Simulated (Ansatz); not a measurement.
Reactions of ClFGeH4Si, SMILES `[F][GeH2][SiH2]Cl`.

Isolated molecules relaxed with PBE0-D4/def2-TZVP in Ansatz; ΔE leaves out vibrations. CCSD(T)/CBS is the MP2 limit (def2-TZVPP, def2-QZVPP) plus CCSD(T) − MP2 in def2-TZVPP, frozen cores. This one scheme is used for every species. Functionals use def2-TZVPP. B3LYP here is the variant with VWN-RPA as its local correlation; programs differ in this. For Ge outer-core shells are correlated without core-valence functions, which leaves a few kJ/mol of doubt a bond. Scalar relativity is left out up to krypton. Each species was taken in one conformer, which may not be the lowest.

```csv
reaction,CCSD(T)/CBS(def2) (kJ/mol)
`[F][GeH2][SiH2]Cl` + `O[SiH2]S` → `O[SiH2]S[SiH2]Cl` + `[F][GeH3]`,-63
`[F][GeH2][SiH2]Cl` + `N[CH](O)[GeH3]` → `N[CH](O)[GeH2][F]` + `Cl[SiH2][GeH3]`,-38
`[F][GeH2][SiH2]Cl` + `[NH2][GeH3]` → `Cl[SiH2][NH][GeH3]` + `[F][GeH3]`,?
`[F][GeH2][SiH2]Cl` + `BF` → `F[SiH2]Cl` + `[BH2][GeH2][F]`,17
```

(1) Fill in the missing values. (Best estimate.)

Largest T1 diagnostic: 0.013, for `BF`.

## Answers

(1) Ansatz gave: `[F][GeH2][SiH2]Cl` + `[NH2][GeH3]` → `Cl[SiH2][NH][GeH3]` + `[F][GeH3]`: -71.9 kJ/mol.
